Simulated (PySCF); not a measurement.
Hexanenitrile, C6H11N.
Atom-mapped SMILES: `[CH3:1][CH2:2][CH2:3][CH2:4][CH2:5][C:6]#[N:7]` (hydrogens: H8, H9, H10 on C1; H11, H12 on C2; H13, H14 on C3; H15, H16 on C4; H17, H18 on C5)

Level: wB97X-D/def2-SVPD in PySCF, non-relativistic, on one gas-phase PBE0-D3(BJ)/def2-SVP geometry that isn't relaxed in the solvent. The solvent is an IEF-PCM continuum (cavity from Bondi-type radii × 1.2). The model holds no explicit solvent molecules, cavitation or dispersion.

Gas phase at wB97X-D/def2-SVPD: HOMO -11.04 eV, LUMO 2.01 eV, dipole 4.15 D.

What does the continuum do to the energy, the frontier levels and the dipole at wB97X-D/def2-SVPD in benzene and chloroform?

```
   solvent      ε  E(solvent) − E(gas) (kcal/mol)  polarisation term (kcal/mol)  distortion of the solute (kcal/mol)  HOMO (eV)  LUMO (eV)  dipole (D)
   benzene  2.271                           -3.10                         -3.44                                 0.34     -10.97       2.17        4.71
chloroform  4.711                           -4.90                         -5.79                                 0.89     -10.91       2.24        5.05
```

Polarisation term: ½ Σ q·V over the induced surface charges. Distortion: the rise of the solute's own energy as its density leaves the gas-phase optimum. The atom shares or the degeneracy of the HOMO differ from the gas phase in benzene and chloroform, so that column needn't follow one orbital. From benzene to chloroform the lowering changes by a factor 1.58, Onsager's factor (ε − 1)/(2ε + 1) by 1.55 and ε itself by 2.1.

Which radius a makes the point-dipole formula ΔE = −[(ε − 1)/(2ε + 1)]·μ²/a³ give the value in chloroform, with the gas-phase dipole?

μ = 1.631 au and |ΔE| = 0.00782 Eh give a = 2.62 Å; the farthest nucleus lies 3.69 Å from the centroid of the nuclei, so such a sphere wouldn't even hold the nuclei. The formula assumes a rigid point dipole at the centre of a sphere.

How does the static polarisability (wB97X-D/def2-SVPD, frozen core, with the continuum's full static response) change?

```csv
medium,isotropic (au),principal values (au),⟨r²⟩ of the electrons (bohr²)
gas,76.8,"65.7, 77.2, 87.4",1192.3
benzene,86.7,"75.3, 87.6, 97.3",1193.1
chloroform,93.7,"82.8, 93.9, 104.4",1193.6
```

The isotropic value in chloroform is 1.22 times the gas-phase one; no cavity-field correction is applied. ⟨r²⟩ is taken about the centre of nuclear charge.

Cost: about 60 s of CPU time on one thread; the machine was shared, so the figure is rough. This is the whole response run at wB97X-D/def2-SVPD in chloroform, SCF included.

The values belong to the conformer `[CH3:1][CH2:2][CH2:3][CH2:4][CH2:5][C:6]#[N:7]`: C1–C2–C3–C4 180°, C2–C3–C4–C5 180°, C3–C4–C5–C6 -62°.

The pairwise dispersion term of wB97X-D wasn't added to the energies; at a given geometry it leaves orbitals and properties as they are.
